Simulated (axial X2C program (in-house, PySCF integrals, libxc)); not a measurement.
# Which molecule gave these maps?

PBE0 fields computed with an axial X2C code built on PySCF integrals, with spin–orbit coupling, near the equilibrium distance, one atom at z = 0.

The maps cover the half plane through the axis: z from -2.4 to 4.5 Å along the bond, ρ from 0.15 to 2.25 Å away from it (steps of 0.3 Å, the bottom row nearest the axis).

log10 of the density in e/bohr³:

digits 0 to 9 span -4.51 to 1.83 evenly
```
001122222222222222211000
011222333333333332221100
012233334333333333322110
112233444444444444433211
112334455554445554443221
122344566655555555543321
122345677765556776544321
122345789876567986554321
```

Electron localisation function (collinear form, no current term, damped to 0 at low density):

digits 0 to 9 span 0.00 to 1.00 evenly
```
000012333211011111100000
000123444321123343310000
000123444332235666532000
000123444333456777753100
000122344323567788875200
000012355533564346876310
000013553553641432676410
000014642454525372576410
```

Axial spin density in 10⁻³ e/bohr³:

digits 0 to 9 span -8.16 to 8.16 evenly, values beyond are clipped
```
555555555554455555555555
555555555554455555555555
555556666654455666555555
555567999865456787655555
555679999996448999755555
555699999998349999755444
555689999999227788444444
555569929396215893124444
```

**Question.** Which molecule is it?
A. FrO
B. TcSn
C. AuC
D. OsSe

**Answer.** D. OsSe, with Os at z = 0 and Se at z = 2.188 Å, state Ω = 2 (⟨Sz⟩ = 1.68, ⟨Lz⟩ = 0.32 at PBE0), basis Os dyall-cv3z [13s14p9d6f4g], Se dyall-cv3z [8s9p6d4f1g] (cores contracted in-house). Occupations by symmetry block were frozen at the best pattern of an incomplete PBE0 search. Density functionals use the spin component along the axis (collinear). PBE0 can misorder states that lie within some tenths of an eV, so this need not be the ground state of the molecule. The nearest other 2c determinant of the search, Ω = 4, lies 0.04 eV up at the distance of the search. The functionals have no current-density term, which raises determinants with orbital currents, atoms included. With several unpaired electrons one determinant need not be a pure state. Open-shell Ω = 0 determinants with evenly filled partner blocks cannot be reached by this program, so the Ω shown need not be the lowest component.
